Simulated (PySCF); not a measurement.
C$_{2}$H$_{4}$NO, doublet, at a GFN2-xTB geometry; CASSCF(5,5)/6-31G (PySCF).

Here is a job for PySCF.
```python
from pyscf import gto, scf, mcscf
import numpy

mol = gto.M(
    atom='''
C    -1.51263005   -0.26195055   -0.00835259
N    -0.31440112   -0.16756979   -0.73455845
C     0.85703204   -0.04582669   -0.16687219
O     1.25242822    0.56344039    0.80713494
H    -2.31937615    0.16986520   -0.60197710
H    -1.76486500   -1.31267809    0.18378564
H    -1.41030325    0.22237293    0.97424817
H     1.60951439   -0.56743129   -0.81987828
''',
    basis='6-31g',
    spin=1,
    verbose=4,
)

mf = scf.ROHF(mol)
mf.kernel()
mc = mcscf.CASSCF(mf, 5, 5)
mc.fix_spin_(ss=0.75)
mc.kernel()
occ = numpy.linalg.eigvalsh(mc.fcisolver.make_rdm1(mc.ci, mc.ncas, mc.nelecas))[::-1]
ss = mc.fcisolver.spin_square(mc.ci, mc.ncas, mc.nelecas)[0]
print('natural occupations', occ.round(4), ' <S^2>', round(ss, 4))
```

Output, abridged:

```
PySCF version 2.14.0

[INPUT] verbose = 4
[INPUT] num. atoms = 8
[INPUT] num. electrons = 31
[INPUT] charge = 0
[INPUT] spin (= nelec alpha-beta = 2S) = 1
[INPUT] symmetry False subgroup None
[INPUT] Mole.unit = angstrom
[INPUT] Symbol           X                Y                Z      unit          X                Y                Z       unit  Magmom
[...]
nuclear repulsion = 113.342870680725
number of shells = 28
number of NR pGTOs = 104
number of NR cGTOs = 44
basis = 6-31g
ecp = {}

******** <class 'pyscf.scf.rohf.ROHF'> ********
method = ROHF
initial guess = minao
damping factor = 0
level_shift factor = 0
DIIS = <class 'pyscf.scf.diis.CDIIS'>
diis_start_cycle = 1
diis_space = 8
diis_damp = 0
SCF conv_tol = 1e-09
SCF conv_tol_grad = None
SCF max_cycles = 50
direct_scf = True
direct_scf_tol = 1e-13
num. doubly occ = 15  num. singly occ = 1
Set gradient conv threshold to 3.16228e-05
init E= -207.974001313692
[...]
cycle= 1 E= -207.038837754411  delta_E= 0.935  |g|= 0.713  |ddm|= 1.95
[...]
cycle= 2 E= -207.080117229402  delta_E= -0.0413  |g|= 0.711  |ddm|= 1.04
[...]
cycle= 3 E= -207.193926232615  delta_E= -0.114  |g|= 0.106  |ddm|= 0.558
[...]
cycle= 4 E= -207.200338562166  delta_E= -0.00641  |g|= 0.0406  |ddm|= 0.135
[...]
cycle= 5 E= -207.201974980275  delta_E= -0.00164  |g|= 0.0143  |ddm|= 0.0686
[...]
cycle= 6 E= -207.202222391366  delta_E= -0.000247  |g|= 0.00755  |ddm|= 0.034
[...]
cycle= 7 E= -207.202277986751  delta_E= -5.56e-05  |g|= 0.00242  |ddm|= 0.0156
[...]
cycle= 8 E= -207.202294002266  delta_E= -1.6e-05  |g|= 0.00144  |ddm|= 0.00712
[...]
cycle= 9 E= -207.202307033622  delta_E= -1.3e-05  |g|= 0.00106  |ddm|= 0.00788
[...]
cycle= 10 E= -207.202315776285  delta_E= -8.74e-06  |g|= 0.000729  |ddm|= 0.00817
[...]
cycle= 11 E= -207.202320072457  delta_E= -4.3e-06  |g|= 0.000308  |ddm|= 0.00748
[...]
cycle= 12 E= -207.202320960161  delta_E= -8.88e-07  |g|= 0.000111  |ddm|= 0.00428
[...]
cycle= 13 E= -207.202321000947  delta_E= -4.08e-08  |g|= 5.66e-05  |ddm|= 0.00056
[...]
cycle= 14 E= -207.202321017649  delta_E= -1.67e-08  |g|= 2.82e-05  |ddm|= 0.00052
[...]
cycle= 15 E= -207.202321019687  delta_E= -2.04e-09  |g|= 8.46e-06  |ddm|= 0.000149
[...]
cycle= 16 E= -207.202321019872  delta_E= -1.85e-10  |g|= 3.77e-06  |ddm|= 4.14e-05
[...]
Extra cycle  E= -207.202321019886  delta_E= -1.4e-11  |g|= 2.19e-06  |ddm|= 7e-06
converged SCF energy = -207.202321019886

******** <class 'pyscf.mcscf.mc1step.CASSCF'> ********
CAS (3e+2e, 5o), ncore = 13, nvir = 26
max_cycle_macro = 50
max_cycle_micro = 4
conv_tol = 1e-07
conv_tol_grad = None
orbital rotation max_stepsize = 0.02
orbital rotation threshold for CI restart = 0.01
augmented hessian ah_max_cycle = 30
augmented hessian ah_conv_tol = 1e-12
augmented hessian ah_linear dependence = 1e-14
augmented hessian ah_level shift = 1e-08
augmented hessian ah_start_tol = 2.5
augmented hessian ah_start_cycle = 3
augmented hessian ah_grad_trust_region = 3
kf_trust_region = 3
kf_interval = 4
ci_response_space = 4
ci_grad_trust_region = 3
with_dep4 0
natorb = False
canonicalization = True
sorting_mo_energy = False
ao2mo_level = 2
internal_rotation = False
******** <class 'pyscf.fci.addons.SpinPenaltyFCISolver'> ********
max. cycles = 50
conv_tol = 1e-08
davidson only = True
linear dependence = 1e-12
level shift = 0.001
max iter space = 12
nroots = 1
pspace_size = 400
spin = None
CASCI E = -207.207432393163  S^2 = 0.7500000
Set conv_tol_grad to 0.000316228
macro iter   1 ( 21 JK    4 micro), CASSCF E = -207.223446441265  dE = -1.60140481e-02  S^2 = 0.7500000
               |grad[o]|=0.0217  |grad[c]|=0.0186  |ddm|=0.142  |maxRot[o]|=0.311
macro iter   2 ( 21 JK    4 micro), CASSCF E = -207.243322715715  dE = -1.98762745e-02  S^2 = 0.7500000
               |grad[o]|=0.0348  |grad[c]|=0.055  |ddm|=0.0827  |maxRot[o]|=0.231
macro iter   3 ( 21 JK    4 micro), CASSCF E = -207.261540384735  dE = -1.82176690e-02  S^2 = 0.7500000
               |grad[o]|=0.0311  |grad[c]|=0.089  |ddm|=0.0297  |maxRot[o]|=0.243
macro iter   4 ( 21 JK    4 micro), CASSCF E = -207.270906097620  dE = -9.36571288e-03  S^2 = 0.7500000
               |grad[o]|=0.0234  |grad[c]|=0.0698  |ddm|=0.0555  |maxRot[o]|= 0.24
macro iter   5 ( 21 JK    4 micro), CASSCF E = -207.272752935824  dE = -1.84683820e-03  S^2 = 0.7500000
               |grad[o]|=0.0214  |grad[c]|=0.0346  |ddm|=0.0348  |maxRot[o]|=0.0817
macro iter   6 ( 21 JK    4 micro), CASSCF E = -207.273169695284  dE = -4.16759460e-04  S^2 = 0.7500000
               |grad[o]|=0.0122  |grad[c]|=0.0209  |ddm|=0.0197  |maxRot[o]|=0.023
macro iter   7 ( 21 JK    4 micro), CASSCF E = -207.273303219300  dE = -1.33524016e-04  S^2 = 0.7500000
               |grad[o]|=0.0102  |grad[c]|=0.0195  |ddm|=0.016  |maxRot[o]|=0.0175
macro iter   8 ( 21 JK    4 micro), CASSCF E = -207.273343855524  dE = -4.06362245e-05  S^2 = 0.7500000
               |grad[o]|=0.00968  |grad[c]|=0.0189  |ddm|=0.0132  |maxRot[o]|=0.0111
macro iter   9 ( 21 JK    4 micro), CASSCF E = -207.273357028057  dE = -1.31725329e-05  S^2 = 0.7500000
               |grad[o]|=0.00968  |grad[c]|=0.0185  |ddm|=0.0112  |maxRot[o]|=0.00602
macro iter  10 ( 21 JK    4 micro), CASSCF E = -207.273360640566  dE = -3.61250815e-06  S^2 = 0.7500000
               |grad[o]|=0.0097  |grad[c]|=0.0183  |ddm|=0.0103  |maxRot[o]|=0.00319
macro iter  11 ( 12 JK    3 micro), CASSCF E = -207.273574629769  dE = -2.13989204e-04  S^2 = 0.7500000
               |grad[o]|=0.00973  |grad[c]|=0.000919  |ddm|=0.000895  |maxRot[o]|= 0.01
macro iter  12 ( 21 JK    4 micro), CASSCF E = -207.273574108597  dE =  5.21171899e-07  S^2 = 0.7500000
               |grad[o]|=0.00951  |grad[c]|=0.0181  |ddm|=0.00965  |maxRot[o]|=0.0014
macro iter  13 ( 21 JK    4 micro), CASSCF E = -207.275420799311  dE = -1.84669071e-03  S^2 = 0.7500000
               |grad[o]|=0.00956  |grad[c]|=0.0144  |ddm|=0.00851  |maxRot[o]|=0.0946
macro iter  14 ( 21 JK    4 micro), CASSCF E = -207.276724169996  dE = -1.30337069e-03  S^2 = 0.7500000
               |grad[o]|=0.0083  |grad[c]|=0.00699  |ddm|=0.00255  |maxRot[o]|=0.0874
macro iter  15 ( 17 JK    4 micro), CASSCF E = -207.277492502333  dE = -7.68332338e-04  S^2 = 0.7500000
               |grad[o]|=0.00575  |grad[c]|=0.0236  |ddm|=0.00833  |maxRot[o]|=0.0903
macro iter  16 ( 17 JK    4 micro), CASSCF E = -207.277486648646  dE =  5.85368704e-06  S^2 = 0.7500000
               |grad[o]|=0.00298  |grad[c]|=0.00859  |ddm|=0.00278  |maxRot[o]|=0.00203
macro iter  17 ( 21 JK    4 micro), CASSCF E = -207.277632332759  dE = -1.45684113e-04  S^2 = 0.7500000
               |grad[o]|=0.00313  |grad[c]|=0.00188  |ddm|=0.00053  |maxRot[o]|=0.0413
macro iter  18 ( 10 JK    3 micro), CASSCF E = -207.277643377032  dE = -1.10442724e-05  S^2 = 0.7500000
               |grad[o]|=0.00108  |grad[c]|=0.00045  |ddm|=0.000634  |maxRot[o]|=0.0123
macro iter  19 (  9 JK    2 micro), CASSCF E = -207.277643787724  dE = -4.10692110e-07  S^2 = 0.7500000
               |grad[o]|=0.000242  |grad[c]|=8.57e-05  |ddm|=0.00033  |maxRot[o]|=0.0024
macro iter  20 (  3 JK    1 micro), CASSCF E = -207.277643793993  dE = -6.26960173e-09  S^2 = 0.7500000
               |grad[o]|=3.7e-05  |grad[c]|=4.1e-05  |ddm|=9.72e-05  |maxRot[o]|=7.81e-05
1-step CASSCF converged in  20 macro (362 JK  73 micro) steps
CASSCF canonicalization
Density matrix diagonal elements [1.95464676 1.94242872 1.01233527 0.06663465 0.0239546 ]
CASSCF energy = -207.277643793993
CASCI E = -207.277643793993  E(CI) = -8.14815666792026  S^2 = 0.7500000
natural occupations [1.9777 1.9303 1.0031 0.0669 0.022 ]  <S^2> 0.75
```
